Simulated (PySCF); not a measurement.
Low-lying terms of I(7+) (iodine, charge +7)

Ground state [Kr] 4d10, ¹S. All numbers are calculated (PySCF 2.14, scalar relativity by spin-free X2C-1e, in aug-cc-pVTZ-DK3 with one added diffuse shell each of s, p, d, f type (9s8p6d3f, 84 functions)). Vertical excitation energies in eV without spin-orbit coupling; excited terms of each kind are numbered among those the solver found. Frozen: [Kr].

```tsv
term	leading excitation	EOM-EE-CCSD
1 3D	4d → s	48.108
1 1D	4d → s	48.967
1 3P°	4d → p	62.422
1 3F°	4d → p	63.156
1 1F°	4d → p	63.682
1 1P°	4d → p	64.418
1 1D°	4d → p	64.457
1 3D°	4d → p	64.475
1 3G	4d → d	84.997
1 1G	4d → d	85.234
2 3D	4d → d	85.393
1 1F	4d → d	85.882
```

The spin-orbit splitting of the hole, absent here, rivals or exceeds the spacing of these terms, so the LS terms are model states.

The solver can miss terms.
